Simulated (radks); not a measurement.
Results of a calculation; reference values are marked as such.
Problem. These are the eigenvalues of the occupied orbitals of an atom or ion with whole-number occupations (hartree). Code: a radial shooting solver on a logarithmic mesh with Libxc functionals. Model: Dirac Kohn-Sham, PW91, spin-unpolarised, spherical densities, point nucleus.

1s1/2: -1267.704
2s1/2: -201.6657
2p1/2: -189.8023
2p3/2: -177.8644
3s1/2: -45.36363
3p1/2: -40.43253
3p3/2: -38.16150
3d3/2: -29.48544
3d5/2: -29.00501
4s1/2: -12.25455
4p1/2: -10.48916
4p3/2: -10.01953
4d3/2: -7.12922
4d5/2: -7.04890

Which element is it, and in what charge state? The configuration may be excited. Open shells, if any, are shared by 2j + 1.

Solution. Z = 54, xenon, charge +9: Xe9+ in [Kr] 4d9. The list shows which subshells hold electrons but not how many an open one holds; the 1s level, -1267.7 hartree, gives Z - s = 50.4 by -(Z - s)^2/2, which with screening and relativity narrows Z to a few neighbours, and the depths of the outer levels then fix element, charge and occupations together.
